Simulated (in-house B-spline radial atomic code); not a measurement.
The numbers below are computed, except where a source is named.
## Two electrons in InAs: a spherical dot of radius 39 nm with hard walls with a doubly ionised double donor at its centre

For InAs the NSM archive of the Ioffe Institute lists m* = 0.023 m0 and ε = 15.15. Real donors also feel a central-cell potential, which shifts the ground state; some double donors stay shallow and helium-like, others are deep centres that this model can't describe. In so narrow a gap the band flattens within tens of meV, so real spacings are smaller, by up to some tenths.

Effective-mass model with parabolic bands, a uniform dielectric constant, no image charges, no central-cell or spin-orbit terms. Two-electron levels come from full CI in B-splines with partial waves to l = 5 (up to 0.001 effective hartree above the limit).

(1) What are the effective units, and what is the potential in them?

In these units the lowest s and p orbitals lie at -0.9964 and 4.6523, and their Coulomb and exchange integrals are J_ss = 1.9174, J_sp = 1.5631 and K_sp = 0.2997. Full CI gives -0.1537 for the ground singlet, 4.9024 for the sp triplet, 5.4544 for the sp singlet and 10.3739 for the lowest triplet of two s orbitals.

(2) What does it cost to add the second electron, to first order and exactly?

(3) How far above the singlet do the triplets lie?

Results:

(1) Ha* = 27211.386 meV × 0.023/15.15² = 2.727 meV and a* = 0.0529177 nm × 15.15/0.023 = 34.86 nm. The radius is R = 1.12 a*, with −2/r added.

(2) To first order E = 2ε_s + J_ss = -0.0754, so the charging energy E(2) − 2E(1) is J_ss = 5.228 meV. CI gives -0.1537 − 2 × (-0.9964) = 1.8390, or 5.015 meV: relaxation and correlation lower it by 0.2136 meV, 4.1 % of J_ss. The s² configuration of one-electron orbitals holds 99.4 % of the state, and the mean radius is 16.9 nm.

(3) To first order the sp triplet lies at ε_s + ε_p + J_sp − K_sp = 4.9193, which is 13.62 meV above 2ε_s + J_ss. CI gives 4.9024 − (-0.1537) = 5.0561, or 13.79 meV, 90 % of the orbital spacing of 15.4 meV. The ss triplet lies 28.71 meV up, so the lower of the two is the sp one, and its gap equals k_BT at 160 K. The sp singlet-triplet splitting is 1.505 meV, against 2K_sp = 1.634 meV.
